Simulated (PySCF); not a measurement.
# How the method changes the shape and vibrations of AlBGeH2O

Calculated results; nothing here was measured. The program is PySCF 2.14.0, an open-source quantum chemistry code, run on an isolated molecule that a program drew, which may never have been made. The molecule is AlBGeH2O (charge 0, singlet), drawn as the SMILES string `[B][GeH2][Al]=[O]`.

The geometry was optimised and harmonic frequencies were computed with HF and MP2, all in the cc-pV(D+d)Z basis, for the commonest isotopes, with a restricted reference for singlets and an unrestricted one otherwise, and a frozen core in MP2. Germanium has the cc-pVDZ-PP basis, with a core potential (ECP10MDF) in place of its 10 inner electrons, and its 3s, 3p and 3d shells are frozen in MP2. Each result is a local minimum of its method.

Geometry at the HF minimum:
```xyz
6
AlBGeH2O, angstrom
B    -2.1670    0.5909    0.8023
Ge   -0.2607   -0.4506    0.5053
Al    1.4359    0.9576   -0.6480
O     2.4688    1.8923   -1.3794
H    -0.4591   -1.7077   -0.3530
H     0.3440   -0.8694    1.8525
```

Lengths of the bonds as drawn, in Å (atoms numbered as above):
| bond | HF | MP2 |
|---|---|---|
| B1-Ge2 | 2.192 | 2.196 |
| Ge2-Al3 | 2.488 | 2.483 |
| Al3-O4 | 1.573 | 1.633 |
| Ge2-H5 | 1.535 | 1.542 |
| Ge2-H6 | 1.535 | 1.542 |

Rotational constants, in GHz:
| constant | HF | MP2 |
|---|---|---|
| A | 12.14 | 11.86 |
| B | 1.522 | 1.505 |
| C | 1.375 | 1.358 |

Harmonic frequencies in cm^-1, each column in rising order, so a row needn't be the same motion in every method:
| rank | HF | MP2 |
|---|---|---|
| 1 | 90 | 70 |
| 2 | 148 | 124 |
| 3 | 175 | 139 |
| 4 | 280 | 237 |
| 5 | 296 | 273 |
| 6 | 497 | 480 |
| 7 | 585 | 533 |
| 8 | 624 | 542 |
| 9 | 928 | 866 |
| 10 | 1199 | ? |
| 11 | 2197 | 2141 |
| 12 | 2199 | 2152 |

**Estimate the missing MP2 frequency from the HF column.**

A single factor s that minimises the squared misfit of MP2 against s times HF over the other rows is sum(HF x MP2) / sum(HF^2) = 0.9655, with an rms misfit of 30 cm^-1. For rank 10 it gives 0.9655 x 1199 = 1158 cm^-1. The calculation gives 1027 cm^-1, 131 cm^-1 below the estimate. The drawn bonds are on average 0.9 % longer in MP2 than in HF.
